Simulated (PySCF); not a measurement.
Compound: CH8NPSSi.
Atom-mapped SMILES: `[CH3:1][S:2][Si@@H:3]([NH2:4])[PH2:5]` (hydrogens: H6, H7, H8 on C1; H9 on Si3; H10, H11 on N4; H12, H13 on P5)

Level of theory: PySCF, PBE0-D3(BJ)/def2-SVP geometry optimisation, gas phase.

What internal coordinates does the optimisation give?

```tsv
bond	length (pm)	order
C1–S2	182.4	single
S2–Si3	213.8	single
Si3–N4	172.7	single
Si3–P5	226.5	single
C1–H6, C1–H7, C1–H8	109.9	single
Si3–H9	149.6	single
N4–H10, N4–H11	101.3	single
P5–H12, P5–H13	142.9	single
```

Bonds in one row agree within 1 pm and their mean is given. Orders are formal, as drawn. A selection of angles:
```tsv
angle	degrees
S2–C1–H6	107.3
S2–C1–H7	110.1
S2–C1–H8	111.0
H6–C1–H7	109.4
C1–S2–Si3	99.0
S2–Si3–N4	110.6
S2–Si3–P5	109.6
S2–Si3–H9	102.9
N4–Si3–P5	105.0
N4–Si3–H9	115.7
P5–Si3–H9	113.1
Si3–N4–H10	121.5
H10–N4–H11	112.0
Si3–P5–H12	94.4
H12–P5–H13	93.6
```

Torsions: C1–S2–Si3–N4 -55° (synclinal).

Of the pairs four or more bonds apart, N4···H7 is among the closest relative to their van der Waals radii: 2.78 Å, 101 % of the sum of Bondi's values. Si3 (SiH silicon) is distorted tetrahedral (angles from 102.9° to 115.7°). N4 (silicon-bound nitrogen) has angles 121.5°, 121.0° and 112.0°, sum 354.4°, 0.16 Å off the plane of its three neighbours. P5 (three-coordinate phosphorus) is pyramidal (angles 94.4°, 93.6° and 92.6°, sum 280.5°, 0.87 Å off the plane of its three neighbours).

Point group: C1 (no symmetry element, even within 0.4 Å). PBE0-D3(BJ)/def2-SVP frequencies: not computed here. The numbers are those of one conformer (C1–S2–Si3–N4 -55°, S2–Si3–N4–H 143° and -66°, S2–Si3–P5–H 169° and 75°).

The run took 59 s wall on one thread of an Arm Neoverse V1, no GPU, shared host, and the process peaked at 0.53 GiB of memory. This is the geometry optimisation.
